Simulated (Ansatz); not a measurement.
## Nudged elastic band run: CH$_{6}$AlNSSi

Input:

```yaml
crystal:
  periodic: [false, false, false]
  atoms:
    - { symbol: C, position_ang: [-1.117649, 0.426453, 1.077934] }
    - { symbol: Si, position_ang: [0.176265, -0.153526, -0.19263] }
    - { symbol: "N", position_ang: [1.807216, 0.443401, 0.385132] }
    - { symbol: Al, position_ang: [-0.161132, -1.222394, -2.111105] }
    - { symbol: S, position_ang: [-0.259818, 0.857414, -2.125957] }
    - { symbol: H, position_ang: [-0.977836, 1.494522, 1.331027] }
    - { symbol: H, position_ang: [-1.053471, -0.149293, 2.020691] }
    - { symbol: H, position_ang: [-2.146421, 0.311369, 0.690077] }
    - { symbol: H, position_ang: [1.648564, 0.792259, 1.383723] }
    - { symbol: H, position_ang: [2.40392, -0.424216, 0.573945] }
    - { symbol: H, position_ang: [-0.254237, -2.433089, -3.012238] }
basis:
  gaussian: { orbitals: STO-3G }
hamiltonian:
  xc: revpbe
  dispersion: d4
neb:
  order_check: false
  images: 9
  f_tol: 0.03
  max_iterations: 54
  final_atoms:
    - { symbol: C, position_ang: [-1.16177274, 0.47056712, 1.07213534] }
    - { symbol: Si, position_ang: [0.15721413, -0.11871317, -0.16264959] }
    - { symbol: "N", position_ang: [1.72552493, 0.54868135, 0.51450314] }
    - { symbol: Al, position_ang: [-0.15251228, -1.26979315, -2.03857527] }
    - { symbol: S, position_ang: [-0.16609146, 0.81648602, -2.14340845] }
    - { symbol: H, position_ang: [-1.01391138, 1.53542029, 1.33080475] }
    - { symbol: H, position_ang: [-1.12631036, -0.10798351, 2.01446738] }
    - { symbol: H, position_ang: [-2.18154318, 0.36579586, 0.65899918] }
    - { symbol: H, position_ang: [1.711838, 0.27786058, 1.55230323] }
    - { symbol: H, position_ang: [2.50954566, -0.0928792, 0.16259603] }
    - { symbol: H, position_ang: [-0.23658033, -2.4825422, -2.94057675] }
  initial_path:
    images:
      - { positions_ang: [[-1.117649, 0.426453, 1.077934], [0.176265, -0.153526, -0.19263], [1.807216, 0.443401, 0.385132], [-0.161132, -1.222394, -2.111105], [-0.259818, 0.857414, -2.125957], [-0.977836, 1.494522, 1.331027], [-1.053471, -0.149293, 2.020691], [-2.146421, 0.311369, 0.690077], [1.648564, 0.792259, 1.383723], [2.40392, -0.424216, 0.573945], [-0.254237, -2.433089, -3.012238]] }
      - { positions_ang: [[-1.12308273, 0.40828119, 1.06251813], [0.18379976, -0.08932608, -0.19747984], [1.81004477, 0.45548075, 0.38983627], [-0.10570406, -1.20920195, -2.11460458], [-0.23200213, 0.91163845, -2.11945162], [-1.01705557, 1.47943849, 1.34575901], [-1.05585815, -0.19116726, 1.97855928], [-2.14089843, 0.29557189, 0.64222572], [1.67214306, 0.76209808, 1.40383827], [2.40648222, -0.41697986, 0.52194418], [-0.33246773, -2.46293369, -2.89254581]] }
      - { positions_ang: [[-1.12851647, 0.39010939, 1.04710226], [0.19133452, -0.02512616, -0.20232967], [1.81287355, 0.4675605, 0.39454054], [-0.05027612, -1.19600991, -2.11810416], [-0.20418627, 0.96586291, -2.11294625], [-1.05627514, 1.46435498, 1.36049101], [-1.05824531, -0.23304152, 1.93642756], [-2.13537585, 0.27977477, 0.59437445], [1.69572213, 0.73193715, 1.42395354], [2.40904444, -0.40974371, 0.46994335], [-0.41069847, -2.49277839, -2.77285363]] }
      - { positions_ang: [[-1.1339502, 0.37193758, 1.03168638], [0.19886928, 0.03907376, -0.20717951], [1.81570232, 0.47964025, 0.39924482], [0.00515182, -1.18281786, -2.12160373], [-0.1763704, 1.02008736, -2.10644087], [-1.09549471, 1.44927146, 1.37522302], [-1.06063246, -0.27491578, 1.89429584], [-2.12985328, 0.26397766, 0.54652317], [1.71930119, 0.70177623, 1.44406881], [2.41160666, -0.40250757, 0.41794253], [-0.4889292, -2.52262308, -2.65316144]] }
      - { positions_ang: [[-1.13938394, 0.35376577, 1.01627051], [0.20640404, 0.10327367, -0.21202935], [1.81853109, 0.49172, 0.40394909], [0.06057975, -1.16962582, -2.12510331], [-0.14855454, 1.07431181, -2.0999355], [-1.13471428, 1.43418795, 1.38995502], [-1.06301962, -0.31679004, 1.85216412], [-2.12433071, 0.24818055, 0.4986719], [1.74288026, 0.67161531, 1.46418407], [2.41416888, -0.39527143, 0.3659417], [-0.56715994, -2.55246778, -2.53346926]] }
      - { positions_ang: [[-1.14481767, 0.33559397, 1.00085464], [0.2139388, 0.16747359, -0.21687919], [1.82135987, 0.50379975, 0.40865336], [0.11600769, -1.15643377, -2.12860289], [-0.12073867, 1.12853627, -2.09343012], [-1.17393385, 1.41910444, 1.40468703], [-1.06540677, -0.3586643, 1.8100324], [-2.11880813, 0.23238344, 0.45082062], [1.76645932, 0.64145438, 1.48429934], [2.4167311, -0.38803528, 0.31394088], [-0.64539067, -2.58231247, -2.41377707]] }
      - { positions_ang: [[-1.14820869, 0.3625886, 1.01511078], [0.20259386, 0.11023624, -0.20603327], [1.80219288, 0.51277607, 0.42982332], [0.0623037, -1.17910565, -2.11059736], [-0.12980923, 1.06612622, -2.10342579], [-1.14192936, 1.44236761, 1.38991057], [-1.07758749, -0.30852814, 1.8509194], [-2.13135514, 0.25906592, 0.49245634], [1.75553506, 0.56873562, 1.49790012], [2.43529401, -0.32900407, 0.28367191], [-0.5636286, -2.56235842, -2.51913701]] }
      - { positions_ang: [[-1.1515997, 0.38958323, 1.02936692], [0.19124893, 0.05299889, -0.19518735], [1.78302589, 0.52175239, 0.45099327], [0.0085997, -1.20177752, -2.09259184], [-0.13887979, 1.00371617, -2.11342145], [-1.10992486, 1.46563078, 1.37513412], [-1.08976821, -0.25839198, 1.89180639], [-2.14390215, 0.28574841, 0.53409205], [1.74461079, 0.49601686, 1.5115009], [2.45385692, -0.26997285, 0.25340294], [-0.48186653, -2.54240436, -2.62449695]] }
      - { positions_ang: [[-1.15499072, 0.41657786, 1.04362306], [0.179904, -0.00423846, -0.18434143], [1.76385891, 0.53072871, 0.47216323], [-0.04510429, -1.2244494, -2.07458631], [-0.14795034, 0.94130612, -2.12341712], [-1.07792037, 1.48889395, 1.36035766], [-1.10194893, -0.20825583, 1.93269339], [-2.15644916, 0.31243089, 0.57572776], [1.73368653, 0.4232981, 1.52510168], [2.47241983, -0.21094163, 0.22313397], [-0.40010446, -2.52245031, -2.72985688]] }
      - { positions_ang: [[-1.15838173, 0.44357249, 1.0578792], [0.16855906, -0.06147582, -0.17349551], [1.74469192, 0.53970503, 0.49333318], [-0.09880829, -1.24712128, -2.05658079], [-0.1570209, 0.87889607, -2.13341279], [-1.04591587, 1.51215712, 1.34558121], [-1.11412964, -0.15811967, 1.97358038], [-2.16899617, 0.33911337, 0.61736347], [1.72276227, 0.35057934, 1.53870245], [2.49098275, -0.15191041, 0.192865], [-0.31834239, -2.50249625, -2.83521682]] }
      - { positions_ang: [[-1.16177274, 0.47056712, 1.07213534], [0.15721413, -0.11871317, -0.16264959], [1.72552493, 0.54868135, 0.51450314], [-0.15251228, -1.26979315, -2.03857527], [-0.16609146, 0.81648602, -2.14340845], [-1.01391138, 1.53542029, 1.33080475], [-1.12631036, -0.10798351, 2.01446738], [-2.18154318, 0.36579586, 0.65899918], [1.711838, 0.27786058, 1.55230323], [2.50954566, -0.0928792, 0.16259603], [-0.23658033, -2.4825422, -2.94057675]] }
```

Run as:

```bash
$ ansatz run input.yaml --threads 1 --pin off --max-ram 2048MiB --backend cpu --events-out ev --progress --plain --runs-dir out
```

Output, in part (warnings, iteration lines, the closing report on the highest movable image, with atoms numbered from 0):

```
NEB end point (image 0): max|allowed force component| = 1.374e-2 eV/Å (the criterion of neb.relax_end_points is 1.000e-2)
NEB end point (image 10): max|allowed force component| = 1.451e-2 eV/Å (the criterion of neb.relax_end_points is 1.000e-2)
NEB iter   1: max|band force component| = 3.651e0 eV/Å  barrier→ = 1.4350 eV  barrier← = 1.4412 eV  Δτ_max = 0.1956 Å  (271 SCF iters)
NEB iter   2: max|band force component| = 9.488e-1 eV/Å  barrier→ = 0.3248 eV  barrier← = 0.3310 eV  Δτ_max = 0.1876 Å  (252 SCF iters)
NEB iter   3: max|band force component| = 1.034e0 eV/Å  barrier→ = 0.1071 eV  barrier← = 0.1132 eV  Δτ_max = 0.0988 Å  (242 SCF iters)
NEB iter   4: max|band force component| = 2.306e-1 eV/Å  barrier→ = 0.0376 eV  barrier← = 0.0438 eV  CI = image 5  Δτ_max = 0.1039 Å  (251 SCF iters)
NEB iter   5: max|band force component| = 2.475e-1 eV/Å  barrier→ = 0.0175 eV  barrier← = 0.0236 eV  CI = image 5  Δτ_max = 0.0345 Å  (245 SCF iters)
NEB iter   6: max|band force component| = 1.209e-1 eV/Å  barrier→ = 0.0075 eV  barrier← = 0.0137 eV  CI = image 5  Δτ_max = 0.0454 Å  (246 SCF iters)
NEB iter   7: max|band force component| = 1.823e-1 eV/Å  barrier→ = 0.0051 eV  barrier← = 0.0112 eV  CI = image 5  Δτ_max = 0.0337 Å  (226 SCF iters)
NEB iter   8: max|band force component| = 1.225e-1 eV/Å  barrier→ = 0.0004 eV  barrier← = 0.0066 eV  CI = image 5  Δτ_max = 0.0291 Å  (228 SCF iters)
NEB iter   9: max|band force component| = 3.931e-1 eV/Å  barrier→ = -0.0013 eV  barrier← = 0.0048 eV  CI = image 1  Δτ_max = 0.0535 Å  (236 SCF iters)
NEB iter  10: max|band force component| = 2.590e-1 eV/Å  barrier→ = 0.0006 eV  barrier← = 0.0068 eV  CI = image 5  Δτ_max = 0.0493 Å  (244 SCF iters)
NEB iter  11: max|band force component| = 2.722e-1 eV/Å  barrier→ = -0.0013 eV  barrier← = 0.0049 eV  CI = image 1  Δτ_max = 0.1071 Å  (234 SCF iters)
NEB iter  12: max|band force component| = 2.949e-1 eV/Å  barrier→ = 0.0068 eV  barrier← = 0.0130 eV  CI = image 5  Δτ_max = 0.1069 Å  (237 SCF iters)
NEB iter  13: max|band force component| = 3.386e-1 eV/Å  barrier→ = -0.0012 eV  barrier← = 0.0049 eV  CI = image 1  Δτ_max = 0.1973 Å  (248 SCF iters)
NEB iter  14: max|band force component| = 2.762e-1 eV/Å  barrier→ = -0.0006 eV  barrier← = 0.0056 eV  CI = image 1  Δτ_max = 0.1657 Å  (240 SCF iters)
NEB iter  15: max|band force component| = 1.697e-1 eV/Å  barrier→ = 0.0021 eV  barrier← = 0.0082 eV  CI = image 5  Δτ_max = 0.1238 Å  (241 SCF iters)
NEB iter  16: max|band force component| = 9.883e-2 eV/Å  barrier→ = 0.0005 eV  barrier← = 0.0067 eV  CI = image 5  Δτ_max = 0.1558 Å  (249 SCF iters)
NEB iter  17: max|band force component| = 5.831e-2 eV/Å  barrier→ = -0.0007 eV  barrier← = 0.0054 eV  CI = image 1  Δτ_max = 0.0727 Å  (242 SCF iters)
NEB iter  18: max|band force component| = 2.224e-2 eV/Å  barrier→ = -0.0004 eV  barrier← = 0.0058 eV  CI = image 1  Δτ_max = 0.0000 Å  (481 SCF iters)
Total energy: -27607.11845325 eV, -1014.5428903800 hartree
Atom 0 at    -1.120641     0.431285     1.078171 Å, force     0.005464     0.003217    -0.000823 eV/Å
Atom 1 at     0.173574    -0.150438    -0.191173 Å, force    -0.005778    -0.010962    -0.003407 eV/Å
Atom 2 at     1.800687     0.452084     0.391877 Å, force    -0.004215     0.010104    -0.000508 eV/Å
Atom 3 at    -0.156533    -1.224787    -2.108043 Å, force    -0.001980    -0.006075     0.006061 eV/Å
Atom 4 at    -0.260313     0.854599    -2.128383 Å, force     0.004994     0.007798     0.000768 eV/Å
Atom 5 at    -0.983267     1.500755     1.326582 Å, force    -0.000139    -0.000058     0.000473 eV/Å
Atom 6 at    -1.054278    -0.140384     2.023265 Å, force     0.000544    -0.000107    -0.000190 eV/Å
Atom 7 at    -2.149439     0.311979     0.691647 Å, force     0.000500    -0.000215    -0.000653 eV/Å
Atom 8 at     1.647899     0.756000     1.406199 Å, force    -0.001094    -0.002664     0.002677 eV/Å
Atom 9 at     2.416453    -0.410845     0.537298 Å, force     0.001141    -0.001082    -0.002770 eV/Å
Atom 10 at    -0.248740    -2.437349    -3.006839 Å, force     0.000563     0.000046    -0.001629 eV/Å
Dipole moment:    -0.096531    -0.616361     0.142821 e Å
```

It converged. The highest image is an end point: on this band no image between the ends rises above it. Limits of this set-up: minimal basis.

Final band (atoms are numbered from 1 in the order of the input):

| image | path coordinate (Å) | energy (eV) | dihedral Al4–Si2–N3–H9 (°) |
| --- | --- | --- | --- |
| 0 | 0.00 | 0.000 | -173 |
| 1 | 0.06 | 0.000 | -170 |
| 2 | 0.15 | -0.001 | -166 |
| 3 | 0.24 | -0.002 | -162 |
| 4 | 0.33 | -0.002 | -158 |
| 5 | 0.41 | -0.003 | -154 |
| 6 | 0.50 | -0.004 | -150 |
| 7 | 0.59 | -0.005 | -146 |
| 8 | 0.67 | -0.006 | -142 |
| 9 | 0.76 | -0.006 | -138 |
| 10 | 0.85 | -0.006 | -134 |

Time of the run: 5.1 min on 1 thread of Intel(R) Xeon(R) Platinum 8488C (Sapphire Rapids), on a shared host, peak memory 0.12 GiB.
